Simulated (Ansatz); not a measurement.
Computed with Ansatz on PBE0-D4/def2-TZVP structures; ΔE is electronic, products minus reactants. CBS: MP2 limit from def2 TZ/QZ plus the TZ coupled-cluster correction, frozen cores. This one scheme is used for every species. Functionals use def2-TZVPP. B3LYP here is the variant with VWN-RPA as its local correlation; programs differ in this. Elements past krypton have def2 core potentials. For Sn outer-core shells are correlated without core-valence functions, which leaves a few kJ/mol of doubt a bond. Each species was taken in one conformer, which may not be the lowest.

Reaction (formal exchange of groups at the Sn–Si bond): `C[NH][SnH2][SiH3]` + `C=O` → `C[NH][SnH2][CH]=O` + SiH₄

| level | ΔE (kcal/mol) | difference from CCSD(T)/CBS |
| --- | --- | --- |
| PBE-D4 | 11.9 | 0.0 |
| r2SCAN-D4 | 11.3 | -0.6 |
| PBE0-D4 | 13.1 | 1.2 |
| B3LYP-D4 | 10.9 | -1.0 |
| ωB97X-V | 11.3 | -0.6 |
| ωB97M-V | 11.1 | -0.8 |
| B2PLYP | 10.8 | -1.1 |
| PBE | 11.6 | -0.3 |
| r2SCAN | 11.2 | -0.7 |
| PBE0 | 12.9 | 1.0 |
| HF/def2-TZVPP | 11.7 | -0.2 |
| SCS-MP2/def2-TZVPP | 10.9 | -1.0 |
| MP2/def2-QZVPP | 12.0 | 0.1 |
| SCS-MP2/def2-QZVPP | 11.3 | -0.6 |
| HF/CBS(def2) | 11.6 | -0.3 |
| CCSD/CBS(def2) | 12.3 | 0.4 |
| CCSD(T)/CBS | 11.9 | 0 |

Largest T1 diagnostic among the species: 0.015.

From PBE to PBE0 (25 % exact exchange), in def2-TZVPP and without D4, ΔE moves by +1.3 kcal/mol.
